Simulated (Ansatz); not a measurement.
`O=C=[N][Ge]([F])([F])[N]=C=O`, charge 0, multiplicity 1.

(1) Give a relaxed structure at PBE0-D4/def2-TZVP (Ansatz). (Best estimate.)

Answers

(1) Ansatz gave: 
Cartesian coordinates in Å:
```
O -0.8614 -0.5134 3.3935
C -0.5880 -0.4199 2.2740
N -0.3168 -0.4143 1.0962
Ge 0.1790 0.7927 -0.1259
F 1.6341 1.5465 0.3404
F -0.9804 2.0362 -0.2373
N 0.3973 0.0602 -1.7333
C 0.3021 -1.0363 -2.2288
O 0.2341 -2.0517 -2.7787
```
Point group Cs.
This is one stationary point; other conformers may exist.
